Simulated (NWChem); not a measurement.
System: Si$_{2}$H$_{5}$OF; SMILES F[SiH2]O[SiH3]

NWChem input:

```
start job
memory heap 200 mb stack 900 mb global 1100 mb
geometry units angstroms
  Si    -1.877769     0.284037    -0.534949
  O     -0.254357     0.270339    -0.458686
  Si     1.271402     0.078599    -0.004437
  F      1.274696    -0.847213     1.306952
  H     -2.387993    -0.730614     0.382628
  H     -2.180423    -0.019601    -1.931429
  H     -2.283478     1.633393    -0.147655
  H      1.801234     1.363041     0.408572
  H      1.957694    -0.673095    -1.036055
end
basis spherical
  * library def2-svp
end
dft
  xc pbe0
  iterations 150
end
driver
  maxiter 120
end
task dft optimize
task dft freq
```

Parts of the log:

```
             Northwest Computational Chemistry Package (NWChem) 7.3.0
             --------------------------------------------------------

 C1  symmetry detected

                             Geometry "geometry" -> ""
                             -------------------------

 Output coordinates in angstroms (scale by  1.889725989 to convert to a.u.)

  No.       Tag          Charge          X              Y              Z
 ---- ---------------- ---------- -------------- -------------- --------------
    1 Si                  14.0000    -0.22320950     1.90629628     0.00536239
    2 O                    8.0000     0.36209758     0.39049425    -0.02970917
    3 Si                  14.0000     0.53189390    -1.20348437     0.00834727
    4 F                    9.0000    -0.93797170    -1.84861620    -0.00506414
    5 H                    1.0000    -1.65328624     1.85189685    -0.28397125
    6 H                    1.0000     0.53129864     2.61317286    -1.02662348
    7 H                    1.0000     0.04969652     2.40777192     1.35050273
    8 H                    1.0000     1.12510012    -1.58037543     1.27608113
    9 H                    1.0000     1.17057397    -1.61824114    -1.22467376

 Effective nuclear repulsion energy (a.u.)     231.7662744030

                                Z-matrix (autoz)
                                --------

 Units are Angstrom for bonds and degrees for angles

[...]

      ----------------------
      Optimization converged
      ----------------------

  Step       Energy      Delta E   Gmax     Grms     Xrms     Xmax
  ---- ---------------- -------- -------- -------- -------- --------
@   10    -756.43731492 -3.0D-07  0.00002  0.00001  0.00013  0.00026
                                     ok       ok       ok       ok

                                Z-matrix (autoz)
                                --------

 Units are Angstrom for bonds and degrees for angles

[...]

 Rotational Constants
 --------------------
 A=   0.391659 cm-1  (  0.563497 K)
 B=   0.070592 cm-1  (  0.101564 K)
 C=   0.062523 cm-1  (  0.089954 K)

 Temperature                      =   298.15K
 frequency scaling parameter      =   1.0000

 Zero-Point correction to Energy  =   31.540 kcal/mol  (  0.050262 au)
 Thermal correction to Energy     =   35.220 kcal/mol  (  0.056127 au)
 Thermal correction to Enthalpy   =   35.812 kcal/mol  (  0.057071 au)

 Total Entropy                    =   85.799 cal/mol-K
   - Translational                =   39.578 cal/mol-K (mol. weight =  95.9863)
   - Rotational                   =   26.325 cal/mol-K (symmetry #  =        1)
   - Vibrational                  =   19.895 cal/mol-K

 Cv (constant volume heat capacity) =   18.590 cal/mol-K
   - Translational                  =    2.979 cal/mol-K
   - Rotational                     =    2.979 cal/mol-K
   - Vibrational                    =   12.631 cal/mol-K

[normal modes left out]

 ----------------------------------------------------------------------------
 Normal Eigenvalue ||           Projected Infra Red Intensities
  Mode   [cm**-1]  || [atomic units] [(debye/angs)**2] [(KM/mol)] [arbitrary]
 ------ ---------- || -------------- ----------------- ---------- -----------
    1      -42.348 ||    0.002368           0.055         2.309       0.252
    2       -0.000 ||    0.000374           0.009         0.365       0.040
    3       -0.000 ||    0.000317           0.007         0.309       0.034
    4       -0.000 ||    0.000053           0.001         0.052       0.006
    5        0.000 ||    0.000093           0.002         0.091       0.010
    6        0.000 ||    0.000050           0.001         0.049       0.005
    7        0.000 ||    0.000088           0.002         0.086       0.009
    8        1.756 ||    0.001284           0.030         1.251       0.137
    9       49.900 ||    0.002200           0.051         2.144       0.234
   10      324.399 ||    0.022466           0.518        21.901       2.390
   11      580.394 ||    0.000286           0.007         0.279       0.030
   12      703.826 ||    0.066040           1.524        64.379       7.026
   13      729.970 ||    0.073075           1.686        71.237       7.774
   14      732.316 ||    0.055527           1.281        54.130       5.907
   15      739.497 ||    0.041180           0.950        40.144       4.381
   16      877.510 ||    0.034433           0.794        33.567       3.663
   17      946.512 ||    0.566410          13.068       552.164      60.260
   18      949.541 ||    0.089648           2.068        87.394       9.538
   19      953.609 ||    0.173312           3.998       168.953      18.438
   20      983.834 ||    0.200482           4.625       195.440      21.329
   21     1012.959 ||    0.094076           2.170        91.710      10.009
   22     1157.262 ||    0.501228          11.564       488.622      53.325
   23     2247.340 ||    0.094689           2.185        92.307      10.074
   24     2249.283 ||    0.130477           3.010       127.195      13.881
   25     2256.451 ||    0.124077           2.863       120.956      13.200
   26     2285.742 ||    0.107502           2.480       104.798      11.437
   27     2290.800 ||    0.156133           3.602       152.206      16.611
 ----------------------------------------------------------------------------

 ===============================================================================
      Negative Nuclear Hessian Mode    1  Eigenvalue =    -42.35 cm**(-1)
 -------------------------------------------------------------------------------
   Raw step length:  0.324 angstroms ;  The Raw step for this mode is:
    1 Si                  14.0000     0.00223039    -0.00148313     0.02178196
    2 O                    8.0000    -0.00465674    -0.00043029    -0.09934856
    3 Si                  14.0000    -0.00111749     0.00350369     0.02130015
    4 F                    9.0000     0.00164475    -0.00324000     0.00281895
    5 H                    1.0000     0.01532745     0.03565712    -0.05753418
    6 H                    1.0000     0.06092905     0.08875166     0.13587664
    7 H                    1.0000    -0.06244913    -0.12986382     0.08926878
    8 H                    1.0000    -0.05123014     0.08761174     0.07656916
    9 H                    1.0000     0.04942993    -0.07034104     0.08346635

  Geometry after  100.0% step for mode  1; Step length =  0.324 angstroms
   Maximum component (any atom: x,y, or z) displacement:  0.257
    1 Si                  14.0000    -0.20113492     1.90897145     0.02533888
    2 O                    8.0000     0.47116402     0.39679639    -0.15419846
    3 Si                  14.0000     0.51649158    -1.23232800     0.02509299
    4 F                    9.0000    -0.99556278    -1.81362891    -0.01146409
    5 H                    1.0000    -1.65157070     1.86363087    -0.33163934
    6 H                    1.0000     0.51621104     2.85543718    -0.88735404
    7 H                    1.0000    -0.04789569     2.37069859     1.44561724
    8 H                    1.0000     1.09695813    -1.59271946     1.34877608
    9 H                    1.0000     1.26164067    -1.82777714    -1.11571829

  Geometry after -100.0% step for mode  1; Step length =  0.324 angstroms
   Maximum component (any atom: x,y, or z) displacement:  0.257
    1 Si                  14.0000    -0.20559570     1.91193770    -0.01822503
    2 O                    8.0000     0.48047749     0.39765697     0.04449865
    3 Si                  14.0000     0.51872656    -1.23933537    -0.01750732
    4 F                    9.0000    -0.99885227    -1.80714892    -0.01710199
    5 H                    1.0000    -1.68222560     1.79231662    -0.21657098
    6 H                    1.0000     0.39435295     2.67793386    -1.15910732
    7 H                    1.0000     0.07700257     2.63042622     1.26707969
    8 H                    1.0000     1.19941841    -1.76794293     1.19563776
    9 H                    1.0000     1.16278081    -1.68709507    -1.28265099

  Geometry after   50.0% step for mode  1; Step length =  0.162 angstroms
   Maximum component (any atom: x,y, or z) displacement:  0.128
    1 Si                  14.0000    -0.20225011     1.90971301     0.01444790
    2 O                    8.0000     0.47349239     0.39701154    -0.10452418
    3 Si                  14.0000     0.51705032    -1.23407984     0.01444291
    4 F                    9.0000    -0.99638516    -1.81200892    -0.01287357
    5 H                    1.0000    -1.65923443     1.84580231    -0.30287225
    6 H                    1.0000     0.48574652     2.81106135    -0.95529236
    7 H                    1.0000    -0.01667112     2.43563049     1.40098285
    8 H                    1.0000     1.12257320    -1.63652533     1.31049150
    9 H                    1.0000     1.23692571    -1.79260662    -1.15745147

  Geometry after  -50.0% step for mode  1; Step length =  0.162 angstroms
   Maximum component (any atom: x,y, or z) displacement:  0.128
    1 Si                  14.0000    -0.20448050     1.91119614    -0.00733405
    2 O                    8.0000     0.47814913     0.39744183    -0.00517563
    3 Si                  14.0000     0.51816782    -1.23758353    -0.00685724
    4 F                    9.0000    -0.99802990    -1.80876892    -0.01569251
    5 H                    1.0000    -1.67456187     1.81014519    -0.24533807
    6 H                    1.0000     0.42481747     2.72230969    -1.09116900
    7 H                    1.0000     0.04577801     2.56549431     1.31171408
    8 H                    1.0000     1.17380334    -1.72413707     1.23392234
    9 H                    1.0000     1.18749577    -1.72226558    -1.24091782

  Geometry after   77.9% step for mode  1; Step length =  0.252 angstroms
   Maximum component (any atom: x,y, or z) displacement:  0.200
    1 Si                  14.0000    -0.20162804     1.90929936     0.02052307
    2 O                    8.0000     0.47219359     0.39689153    -0.13223333
    3 Si                  14.0000     0.51673865    -1.23310264     0.02038370
    4 F                    9.0000    -0.99592642    -1.81291258    -0.01208734
    5 H                    1.0000    -1.65495947     1.85574738    -0.31891901
    6 H                    1.0000     0.50274014     2.83581493    -0.91739523
    7 H                    1.0000    -0.03408871     2.39941039     1.42588066
    8 H                    1.0000     1.10828469    -1.61208969     1.33184728
    9 H                    1.0000     1.25071213    -1.81222532    -1.13417200

  Geometry after  -77.9% step for mode  1; Step length =  0.252 angstroms
   Maximum component (any atom: x,y, or z) displacement:  0.200
    1 Si                  14.0000    -0.20510258     1.91160980    -0.01340922
    2 O                    8.0000     0.47944793     0.39756184     0.02253352
    3 Si                  14.0000     0.51847950    -1.23856074    -0.01279803
    4 F                    9.0000    -0.99848864    -1.80786526    -0.01647874
    5 H                    1.0000    -1.67883682     1.80020012    -0.22929131
    6 H                    1.0000     0.40782385     2.69755611    -1.12906613
    7 H                    1.0000     0.06319559     2.60171441     1.28681627
    8 H                    1.0000     1.18809186    -1.74857271     1.21256656
    9 H                    1.0000     1.17370935    -1.70264688    -1.26419728

  Geometry after   38.9% step for mode  1; Step length =  0.126 angstroms
   Maximum component (any atom: x,y, or z) displacement:  0.100
    1 Si                  14.0000    -0.20249667     1.90987697     0.01204000
    2 O                    8.0000     0.47400717     0.39705910    -0.09354162
    3 Si                  14.0000     0.51717386    -1.23446716     0.01208827
    4 F                    9.0000    -0.99656698    -1.81165075    -0.01318519
    5 H                    1.0000    -1.66092881     1.84186056    -0.29651209
    6 H                    1.0000     0.47901106     2.80125022    -0.97031295
    7 H                    1.0000    -0.00976763     2.44998640     1.39111456
    8 H                    1.0000     1.12823648    -1.64621044     1.30202710
    9 H                    1.0000     1.23146143    -1.78483071    -1.16667832

  Geometry after  -38.9% step for mode  1; Step length =  0.126 angstroms
   Maximum component (any atom: x,y, or z) displacement:  0.100
    1 Si                  14.0000    -0.20423394     1.91103219    -0.00492615
    2 O                    8.0000     0.47763434     0.39739426    -0.01615820
    3 Si                  14.0000     0.51804428    -1.23719621    -0.00450260
    4 F                    9.0000    -0.99784808    -1.80912709    -0.01538089
    5 H                    1.0000    -1.67286749     1.81408693    -0.25169823
    6 H                    1.0000     0.43155292     2.73212081    -1.07614840
    7 H                    1.0000     0.03887452     2.55113841     1.32158237
    8 H                    1.0000     1.16814007    -1.71445195     1.24238674
    9 H                    1.0000     1.19296005    -1.73004149    -1.23169096
```

Level: PBE0/def2-SVP. The optimisation ended at a saddle point (imaginary frequency).
